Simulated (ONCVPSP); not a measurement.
# V (Z = 23): variants of one ONCV potential

Base potential:

```
Element                 : V
Generator               : ONCVPSP 4.0.1
Type                    : optimised norm-conserving Vanderbilt (ONCV)
Functional              : PW91
Relativity              : scalar-relativistic
Frozen core             : [Ar]
Valence charge          : 5
Reference configuration : 3d3 4s2
Partial waves           : 4s: rc 2.20 bohr, ncon 5, nbas 9, qcut 2.8 1/bohr, 3 projectors, debl 3.9 Ha; p scattering state at 0.04 Ha: rc 2.30 bohr, ncon 5, nbas 10, qcut 3.3 1/bohr, 1 projector; 3d: rc 2.25 bohr, ncon 4, nbas 8, qcut 6.1 1/bohr, 2 projectors, debl 0.4 Ha
Local potential         : polynomial inside 1.65 bohr (lpopt 5, dvloc0 4 Ha)
Core correction         : Teter function, fcfact 3.5, rcfact 1.7
```

All-electron outer shells of the reference configuration (PW91, scalar-relativistic, ld1.x):

```
shell  level (eV)  outermost node (bohr)  outermost maximum (bohr)
   3p      -44.08                   0.35                      0.84
   3d       -5.23                      –                      0.90
   4s       -4.75                   1.17                      2.76
```

Cutoffs, loose and tight: the cutoffs (Ha) at which the residual kinetic energy of the hardest occupied pseudo-wave falls to 1 and 0.1 mHa per electron. They do not see the model core or the augmentation charge, which bear on the density cutoff. Test errors are all-electron minus pseudo excitation energies from the reference, over the configurations 3d3 4s1; 3d3 4s0; 3d2 4s0; 3d3 4s1.5. A dash means not determined; rows that change the core or the reference have their own tests.

For the base: The cutoffs count occupied waves only; projector 2 of the s channel, the hardest unoccupied one, needs 57 Ha at the loose tolerance.

A true bound ghost makes a file unfit for plane-wave use even where its test errors are small: the radial tests pick states by their node count and pass the ghost by.

| change | outcome | cutoff, loose | cutoff, tight | bound ghosts | GHOST(+) flags above zero | largest test error (meV) |
| --- | --- | --- | --- | --- | --- | --- |
| base | generated | 16 Ha | 42 Ha | s | none | -582 |
| all radii but the core radius scaled by about 1.08 (s 2.38, p 2.50, d 2.44 bohr); local potential polynomial inside 1.80 bohr (lpopt 5, dvloc0 4 Ha) | generated, projector energies reset by the program | 15 Ha | 17 Ha | none | s | -517 |
| d: qcut 8.1 | generated | 22 Ha | 42 Ha | s | none | -664 |
| local potential polynomial inside 1.65 bohr (lpopt 5, dvloc0 4.5 Ha) | generated | 16 Ha | 42 Ha | s | none | -582 |
| reference 3d3 4s1 4p1; wave p scattering state at 0.04 Ha: rc 2.30 bohr, ncon 5, nbas 10, qcut 3.3 1/bohr, 1 projector becomes 4p: rc 2.30 bohr, ncon 5, nbas 10, qcut 3.3 1/bohr, 1 projector | generated | 16 Ha | 58 Ha | s | none | -329 |
| core correction Teter function, fcfact 3.5, rcfact 1.62 | generated | 16 Ha | 42 Ha | s | none | -419 |
| s: debl 2.9 | generated | 16 Ha | 42 Ha | s | s | -582 |
| local potential polynomial inside 1.85 bohr (lpopt 5, dvloc0 0 Ha) | generated | 16 Ha | 42 Ha | s | s | -582 |
| core correction Teter function, fcfact 4.5, rcfact 1.7 | generated | 16 Ha | 42 Ha | s | none | -740 |
| d: nproj 3 | generated | 16 Ha | 42 Ha | s | none | -582 |
| s: qcut 2.9; p: qcut 3.4; d: qcut 6.3 | generated | 17 Ha | 42 Ha | s | s | -593 |
| functional LDA (Perdew-Wang 92) | generated | 16 Ha | 43 Ha | s | none | -514 |
